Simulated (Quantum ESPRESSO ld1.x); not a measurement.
Q: Radial electron density D(r) = 4 pi r^2 rho(r) of an atom or ion with 11 electrons. Calculated with ld1.x of Quantum ESPRESSO 7.5: scalar-relativistic Kohn-Sham, LDA (Slater exchange, Perdew-Zunger correlation), spin-polarised, spherical densities, point nucleus.

```
   r/bohr * D(r) (the largest magnitude, 18.3, reaches the edge; | marks zero)
 0.008946 |     *
  0.01009 |       *
  0.01128 |        *
  0.01272 |          *
  0.01434 |            *
  0.01604 |               *
  0.01809 |                  *
  0.02023 |                     *
  0.02281 |                         *
  0.02572 |                             *
  0.02877 |                                 *
  0.03243 |                                     *
  0.03628 |                                         *
   0.0409 |                                             *
  0.04612 |                                                 *
  0.05158 |                                                   *
  0.05816 |                                                     *
  0.06505 |                                                      *
  0.07334 |                                                     *
  0.08204 |                                                    *
   0.0925 |                                                 *
   0.1043 |                                             *
   0.1166 |                                         *
   0.1315 |                                      *
   0.1471 |                                    *
   0.1659 |                                   *
    0.187 |                                    *
   0.2092 |                                      *
   0.2358 |                                          *
   0.2638 |                                              *
   0.2974 |                                                  *
   0.3327 |                                                   *
   0.3751 |                                                  *
   0.4229 |                                               *
    0.473 |                                         *
   0.5333 |                                 *
   0.5966 |                          *
   0.6726 |                  *
   0.7584 |            *
   0.8482 |        *
   0.9564 |     *
     1.07 |   *
    1.206 |   *
     1.36 |  *
    1.521 | *
    1.715 | *
    1.918 |*
    2.163 |*
    2.419 *
    2.728 *
    3.075 *
     3.44 *
    3.878 *
    4.338 *
```

What is the nuclear charge?

A: Z = 16. The innermost maximum, from 1s, lies near gamma/Z bohr with gamma = sqrt(1 - (Z/c)^2) = 0.993, here 0.0621 bohr (found: 0.0656), and its height grows with Z. The density is that of the sulfur ion S5+ in [Ne] 3s1; the configuration itself is not fixed sharply by these data, and Z only to about a unit. D(r) has 2 maxima, at r = 0.0656, 0.341 bohr, and minima at 0.165 bohr, inside which lie 2.18 electrons.
